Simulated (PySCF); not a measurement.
Assigning NMR signals

Geometry:
```csv
atom,x (Å),y (Å),z (Å)
B1,1.176,1.131,-0.064
H2,1.766,1.468,0.941
H3,1.426,1.701,-1.104
C4,0.243,-0.107,-0.049
C5,-0.752,-0.243,-1.198
C6,-0.345,-0.520,1.297
H7,1.104,-0.803,-0.266
H8,-0.287,-0.021,-2.170
H9,-1.591,0.460,-1.067
H10,-1.184,-1.256,-1.249
H11,-0.775,-1.534,1.264
H12,0.408,-0.494,2.098
H13,-1.158,0.165,1.589
```

How the numbers were obtained: PBE0-D3(BJ)/def2-SVP structure, σ from GIAO-PBE0/pcSseg-1, spin–spin couplings from B3LYP/pcJ-1 (spin–dipole term only in couplings to heteroatoms), in PySCF 2.14.0 with density-fitted response routines (equivalent nuclei averaged, non-relativistic, gas phase, a single conformation).

Scale: $^{13}$C (184.41 ppm) and $^{1}$H (31.27 ppm) against TMS (reference shieldings calculated alike).

Question: Assign these signals to the numbered atoms. $^{13}$C{$^{1}$H} NMR (computed): δ 45.9 (CH), 21.9 (CH3).

Answer: 
| δ (ppm) | atoms | environment | reason |
| --- | --- | --- | --- |
| 45.9 | C4 | carbon bonded to 2 C, B, H | – |
| 21.9 | C5/C6 | carbon bonded to C, 3 H | – |

Question: Assign these signals to the numbered atoms. $^{1}$H NMR (400 MHz, computed): δ 7.38 (br, 2H), 1.41 (d, J = 7.9 Hz, 6H), 0.32 (sept of t, J = 7.9, 2.3 Hz, 1H).

Answer: 
| δ (ppm) | atoms | environment | reason |
| --- | --- | --- | --- |
| 7.38 | H2/H3 | hydrogen on a boron bonded to C | – |
| 1.41 | H8/H9/H10/H11/H12/H13 | hydrogen on a carbon bonded to C | – |
| 0.32 | H7 | hydrogen on a carbon bonded to 2 C, B | – |

Hydrogens on boron are broadened and split by $^{11}$B (spin 3/2, 80 %) and 10B (spin 3). A carbon bonded to boron is broadened by the quadrupolar boron nucleus and is often missing from a measured spectrum. Multiplet labels drop couplings under 1 Hz and merge nearly equal ones. Unscaled 3J(H,H) at this level run about 10 % above measured values. Shifts are as computed. Against solution values, carbons near 30 ppm lie about +2 ppm off and those near 130 ppm about +5 ppm. Of 1309 compounds with measured shifts, 239 miss one by over three times the rms of a fit or turn the order of signals round; such compounds aren't used in these exercises.
